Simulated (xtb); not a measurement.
Cd(I)(SeH) (CdHISe), SMILES [SeH][Cd][I]. All values are semi-empirical tight-binding results from xtb (GFN2-xTB unless named), good for trends rather than for accurate numbers. Geometry: GFN2-xTB. The structure was generated by enumeration; whether it is a known compound was not checked. One conformer was computed; it need not be the lowest.

For metal compounds this method's bond lengths and energies can be far off.

### Question
Estimate the properties. (The exact figures need the calculation; the answer reports its results.)

### Answer

| Item | Value |
|---|---|
| point group as xtb finds it | Cs |
| orbital gap | 3.11 eV |
| zero-point energy | 4.5 kcal/mol |
| G − E(el) at 298.15 K (modified RRHO) | -16.8 kcal/mol |
